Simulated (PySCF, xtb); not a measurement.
C4H7BO, SMILES C=C1CB(C)O1.

Harmonic wavenumbers (cm⁻¹) from GFN2-xTB (xtb 6.7.1) at its own minimum, in rising order: 39, 93, 218, 304, 375, 443, 548, 725, 729, 763, 851, 857, 898, 921, 957, 1038, 1081, 1136, 1213, 1276, 1378, 1384, 1430, 1477, 1480, 1771, 3003, 3016, 3021, 3033, 3051, 3120, 3155.

Question: What does B3LYP-D3(BJ)/def2-SVP (PySCF) give at its own minimum? (Estimate from the structure and the level; the computed values follow.)

Answer: 64, 108, 240, 324, 406, 456, 559, 712, 737, 743, 830, 854, 912, 942, 948, 1070, 1070, 1111, 1238, 1294, 1373, 1380, 1412, 1432, 1442, 1774, 3023, 3067, 3089, 3119, 3128, 3161, 3266. Paired by order, the mean absolute difference is 28 cm⁻¹ and the zero-point energies are 64.0 and 64.7 kcal/mol.
